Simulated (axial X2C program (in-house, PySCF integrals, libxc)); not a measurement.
Potential curves of SnH, with spin–orbit coupling

All values were computed with an in-house relativistic program for diatomic molecules. Two-component (2c) means X2C with spin–orbit coupling and atomic mean-field two-electron Coulomb and Gaunt terms. Basis: Sn dyall-v3z [11s12p9d1f], H dyall-v3z [6s2p1d] (cores contracted in-house); Gaussian nuclei, density fitting, unrestricted open shells. Masses: Sn 119.902 u, H 1.008 u.

State: Ω = 1/2 (⟨Sz⟩ = -0.50, ⟨Lz⟩ = 1.00 at HF). Energies in eV from the lowest point of each curve. Fits are polynomials in 1 − R0/R over 0.85 to 1.23 times the lowest point R0.

```csv
R (Å),HF,MP2,PBE50
1.5521,0.3881,0.3266,0.3581
1.6234,0.1607,0.1258,0.1436
1.6770,0.0613,0.0415,0.0515
1.7305,0.0109,0.0025,0.0067
1.7840,0.0000,0.0000,0.0000
1.8464,0.0274,0.0340,0.0308
1.9089,0.0888,0.0996,0.0943
1.9892,0.2053,0.2190,0.2121
2.0873,0.3877,0.4033,0.3947
2.2300,0.6939,0.7332,0.7052
```

Correlated methods: 15 electrons correlated (number of frozen shells: Sn 4 s, 3 p, 1 d; H none), 131 virtual spin orbitals or spinors in MP2.

Occupations by symmetry block were frozen at the best pattern of an incomplete PBE0 search. Density functionals use the spin component along the axis (collinear). Without a current term, density functionals place determinants with orbital angular momentum somewhat too high. MP2 and coupled cluster on one determinant become unreliable at the stretched end.

Q: What are Re and ωe at the HF level?

A: At HF, 2c: Re = 1.774 Å, ωe ≈ 1780 cm⁻¹; Be follows as 5.36 cm⁻¹.

Q: Fit the MP2 curve near its minimum: give the equilibrium distance and the harmonic wavenumber.

A: At MP2, 2c: Re = 1.761 Å, ωe ≈ 1750 cm⁻¹; Be follows as 5.44 cm⁻¹.

Q: What are Re and ωe at the PBE50 level?

A: At PBE50, 2c: Re = 1.767 Å, ωe ≈ 1770 cm⁻¹; Be follows as 5.4 cm⁻¹.
